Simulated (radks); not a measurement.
Q: Sm3+, 59 electrons, occupied as [Xe] 4f3 5d2 (not the ground configuration). Calculated with a radial shooting solver on a logarithmic mesh with Libxc functionals: Dirac Kohn-Sham, PBEsol, spin-unpolarised, spherical densities, finite nucleus; open shells fill j = l - 1/2 first; Fermi nuclear charge, rms radius 5.0819 fm. Some entries of the table are withheld. Estimate them.

orbital  occ.  eigenvalue (eV)  <1/r> (bohr^-1)
1s1/2       2        -46652.79              (1)
2s1/2       2        -7661.470              (2)
2p1/2       2              (3)            16.33
2p3/2       4              (4)            14.55
3s1/2       2        -1719.653            5.939
3p1/2       2        -1549.053            5.855
3p3/2       4        -1427.202            5.408
3d3/2       4        -1130.765            5.282
3d5/2       6        -1104.319            5.170
4s1/2       2        -380.7844            2.494
4p1/2       2        -315.1266            2.391
4p3/2       4        -287.7779            2.242
4d3/2       4        -179.3312            2.034
4d5/2       6        -174.3534            1.997
5s1/2       2         -78.6448            1.008
5p1/2       2         -59.3008              (5)
5p3/2       4         -54.8119              (6)
4f5/2       3         -47.1555            1.553
4f7/2       0         -46.4517            1.540
5d3/2       2         -28.2711              (7)
5d5/2       0         -27.7604              (8)

A: 
(1) 1s1/2 <1/r> (bohr^-1): 68.79
(2) 2s1/2 <1/r> (bohr^-1): 16.35
(3) 2p1/2 eigenvalue (eV): -7265.388
(4) 2p3/2 eigenvalue (eV): -6663.137
(5) 5p1/2 <1/r> (bohr^-1): 0.9081
(6) 5p3/2 <1/r> (bohr^-1): 0.8560
(7) 5d3/2 <1/r> (bohr^-1): 0.6405
(8) 5d5/2 <1/r> (bohr^-1): 0.6298
